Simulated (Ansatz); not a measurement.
A structure relaxed at PBE0-D4/def2-TZVP, charge 0, multiplicity 1:

Cartesian coordinates in Å:
```
Cl 1.7809 1.2675 1.6918
Si 0.9500 0.6720 -0.0973
C -0.9504 0.9358 -0.1932
B -1.0637 -0.3885 0.5853
Si 0.3261 -1.5866 -0.2264
H 1.6550 1.4006 -1.1793
H -1.4205 1.8509 0.1593
H -1.0199 0.8514 -1.2879
H -1.4408 -0.4349 1.7183
H 0.1495 -1.9011 -1.6701
H 1.0338 -2.6671 0.4995
```

Q: Give its formula and SMILES.

A: CH6BClSi2, `Cl[SiH]1CB[SiH2]1`.

Q: Summarise the bond lengths by kind.

A: 1 × Cl–Si 2.061 Å; 1 × C–Si 1.921 Å; 1 × Si–Si 2.347 Å; 3 × H–Si 1.482 to 1.488 Å; 1 × B–C 1.540 Å; 2 × C–H 1.087 to 1.100 Å; 1 × B–Si 2.006 Å; 1 × B–H 1.195 Å.

Computed with Ansatz.
